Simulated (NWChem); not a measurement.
PbNH2Br, singlet; SMILES [NH2][Pb][Br]

```xyz
5

Pb     0.2194     0.7129     0.0000
Br     0.0029    -1.9320     0.0000
N     -1.8838     1.0037     0.0000
H     -2.5441     0.2306     0.0000
H     -2.3598     1.9015     0.0000
```
Atoms are numbered in this order, from 1.

Program: NWChem. Low-valent species are run as closed-shell singlets; no triplet was tried in these runs. The geometry was optimised at PBE0/def2-SVP. def2 effective core potentials on Pb; no spin-orbit coupling. Hybrids' shares of exact exchange are those that their runs print; pure functionals count as 0. The functionals differ in more than this share.

```
row              share of exact exchange  orbital gap (eV)
---------------  -----------------------  ----------------
PBE/def2-SVP                        0.00              3.05
KT2/def2-SVP                        0.00              3.03
B3LYP/def2-SVP                      0.20              4.42
B3PW91/def2-SVP                     0.20              4.53
B97-2/def2-SVP                      0.21              4.61
PBE0/def2-SVP                       0.25          withheld
```

### Question
Fit a straight line of the last column on the one before it, predict the withheld value, and compare with the run.

### Answer

1. Means of the 5 shown rows: x = 0.122, y = 3.928. Slope Σ(x − x̄)(y − ȳ)/Σ(x − x̄)² = 0.3620/0.04968 = 7.287; intercept 3.039.
2. The shown rows scatter about the line by 0.042 (root mean square); the largest residual is -0.08, at B3LYP/def2-SVP.
3. At x = 0.25 (PBE0/def2-SVP; beyond the shown range) the line gives 4.86.
4. The run gives 4.90, +0.04 from the line, 1.0 times the scatter.
